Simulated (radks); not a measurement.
Species: Hg. Configuration: [Hg] (the NIST ground configuration).

Calculated with a radial shooting solver on a logarithmic mesh with Libxc functionals: scalar-relativistic Kohn-Sham, PBE, spin-unpolarised, spherical densities, finite nucleus; Fermi nuclear charge, rms radius 5.4648 fm; hard spherical wall at 2.5 bohr.

Energy parts (Ry):
| part | energy |
|---|---|
| total | -39226.2621 |
| kinetic | 44059.5872 |
| electron-nucleus | -97928.7384 |
| Hartree | 15387.4312 |
| exchange-correlation | -744.5422 |

Orbitals (lengths in bohr, moments of r in powers of bohr; r(max) is where P^2 peaks):
| orbital | occ. | eigenvalue (Ry) | <r> | r(max) |
|---|---|---|---|---|
| 1s | 2 | -6107.839 | 0.01659 | 0.01023 |
| 2s | 2 | -1080.548 | 0.06994 | 0.05915 |
| 2p | 6 | -931.7699 | 0.06329 | 0.04906 |
| 3s | 2 | -254.6019 | 0.1807 | 0.1668 |
| 3p | 6 | -211.5928 | 0.1822 | 0.1664 |
| 3d | 10 | -166.2427 | 0.1651 | 0.1355 |
| 4s | 2 | -54.15665 | 0.3994 | 0.3758 |
| 4p | 6 | -40.05650 | 0.4257 | 0.3959 |
| 4d | 10 | -23.29956 | 0.4495 | 0.4030 |
| 5s | 2 | -6.61716 | 0.9145 | 0.8328 |
| 4f | 14 | -4.73808 | 0.4860 | 0.3671 |
| 5p | 6 | -2.93531 | 1.052 | 0.9398 |
| 5d | 10 | 1.27403 | 1.281 | 1.178 |
| 6s | 2 | 2.87972 | 1.564 | 1.716 |
| 6p | 0 | 4.73353 | 1.562 | 1.811 |
| 5f | 0 | 5.22598 | 1.520 | 1.599 |
| 7s | 0 | 13.01954 | 1.501 | 2.075 |

The highest occupied level is 6s at 39.181 eV. The electron density at the nucleus is 2.501e+06 e/bohr^3 (large components only). Summed over all electrons, <r^2> = 41.41 bohr^2, which gives a Langevin (diamagnetic) susceptibility term of -32.8 x 10^-6 cm^3/mol. The pressure on the wall is 3790 GPa.
